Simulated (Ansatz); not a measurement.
Born–Oppenheimer molecular dynamics of BClFH$_{3}$O (7 atoms, charge 0, multiplicity 1). It starts at the highest image of a converged band. Of that band: Neighbouring images differ by up to 1.3 eV, so the band resolves the path poorly. A vibrational analysis at the climbing image gives one clearly imaginary mode, 1390i cm⁻¹: a first-order saddle point.

Theory: Ansatz 0.2.0, RKS PBE0/def2-SVP.

```json
{"ensemble": "NVE (velocity Verlet)", "time step": "0.5 fs", "steps asked": "200", "starting velocities drawn for": "300 K", "seed": "6833"}
```

First frame:

```xyz
7
Properties=species:S:1:pos:R:3
B -0.018 -0.275 0.006
H -0.138 0.155 1.307
F 1.140 0.170 -0.486
Cl -1.533 0.160 -0.862
O 0.038 -1.750 0.406
H -0.785 -2.191 0.150
H -0.128 -0.892 1.302
```

How far do the bonds stretch over the last three quarters of this one trajectory? (Pairs bonded in most of those frames.)


| bond | mean (Å) | spread (Å) | shortest | longest |
| --- | --- | --- | --- | --- |
| B1–H2 | 1.211 | 0.051 | 1.13 | 1.29 |
| B1–F3 | 1.322 | 0.016 | 1.30 | 1.36 |
| B1–Cl4 | 1.784 | 0.087 | 1.64 | 1.93 |
| O5–H6 | 0.966 | 0.006 | 0.95 | 0.98 |
| O5–H7 | 0.972 | 0.033 | 0.92 | 1.02 |

Mean temperature of the second half: 785 K. The conserved energy stayed within 0.26 meV per atom of its start (net change -0.046 meV per atom), so the integration is sound. The kinetic energy rose, since the run started high on the potential surface and went downhill. It ends in pieces (BClFH + H2O), so much of that is their flight and rotation, not heat. A run of 0.1 ps of so small a system gives no equilibrium averages. The orbitals stay closed-shell, which can raise the energy where a bond breaks towards radicals; this wasn't checked here.

Time of the run: 4.6 min on 2 threads of Arm Neoverse V1, on a shared host, peak memory 0.16 GiB.
